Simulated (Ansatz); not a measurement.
Ba₁₃⁺. The state is a doublet with charge 1. Geometry PBE/def2-SVP.

```xyz
13

Ba   -3.514   -0.104   -2.643
Ba    0.923    2.249   -2.751
Ba    0.682   -2.279   -2.087
Ba    0.193    3.955    1.917
Ba    4.590   -0.364   -3.403
Ba   -0.948    0.470    0.356
Ba   -0.538    0.029    4.300
Ba    1.129   -3.417    2.118
Ba   -4.317    1.564    2.121
Ba    3.040    0.302    0.817
Ba   -2.869    4.086   -1.304
Ba   -3.121   -2.793    1.129
Ba    4.751   -3.700   -0.570
```

In the def2 sets Ba takes a core potential; there is no spin–orbit coupling. HSE06 is defined as in plane-wave codes, on full-range PBE exchange. Single mean-field runs in def2-TZVP are fitted with def2-universal-jkfit. At PBE0/def2-SVP, PBE0/def2-TZVP, HSE06/def2-TZVP the charge 1 doublet is spin-contaminated (final ⟨S²⟩ up to 1.97, 0.75 for a pure state). The structure comes from a short search, and lower isomers may exist.

Problem. Estimate the α-spin orbital energies around the gap (eV) in Ansatz with PBE/def2-SVP, PBE/def2-TZVP, PBE0/def2-SVP, PBE0/def2-TZVP, HSE06/def2-TZVP.

Solution. 
```tsv
orbital	PBE/def2-SVP	PBE/def2-TZVP	PBE0/def2-SVP	PBE0/def2-TZVP	HSE06/def2-TZVP
HOMO−9	-5.27	-5.29	-5.83	-5.85	-5.50
HOMO−8	-4.97	-4.99	-5.47	-5.49	-5.16
HOMO−7	-4.94	-4.96	-5.42	-5.43	-5.12
HOMO−6	-4.86	-4.86	-5.24	-5.25	-4.96
HOMO−5	-4.82	-4.83	-5.16	-5.17	-4.89
HOMO−4	-4.70	-4.71	-5.05	-5.05	-4.77
HOMO−3	-4.67	-4.67	-5.01	-5.01	-4.72
HOMO−2	-4.52	-4.52	-4.84	-4.84	-4.57
HOMO−1	-4.49	-4.48	-4.73	-4.72	-4.47
HOMO	-4.37	-4.36	-4.65	-4.65	-4.39
LUMO	-4.21	-4.20	-3.70	-3.69	-4.02
LUMO+1	-4.08	-4.07	-3.58	-3.56	-3.89
LUMO+2	-4.02	-4.00	-3.47	-3.46	-3.79
LUMO+3	-3.99	-3.98	-3.45	-3.44	-3.77
LUMO+4	-3.94	-3.93	-3.40	-3.38	-3.72
LUMO+5	-3.90	-3.89	-3.36	-3.34	-3.69
β HOMO	-4.45	-4.44	-4.70	-4.70	-4.44
β LUMO	-4.17	-4.16	-3.66	-3.65	-3.97
```
